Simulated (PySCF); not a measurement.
A structure optimised at PBE-D3(BJ)/def2-SVP, used in a PySCF frequency run:

```xyz
5

Mo     0.0428    -0.2765     0.0000
O      0.9269    -0.7666    -1.3503
O      0.9269    -0.7666     1.3503
F     -1.6159    -1.1006     0.0000
Cl    -0.1225     1.9873     0.0000
```
Charge 0, spin multiplicity 1.

Question: Write its SMILES, formula and point group.

Answer: [O]=[Mo](=[O])([F])[Cl], ClFMoO2, Cs

Question: What are its rotational constants (standard atomic weights)?

Answer: 3.7126, 2.0420, 1.8932 GHz
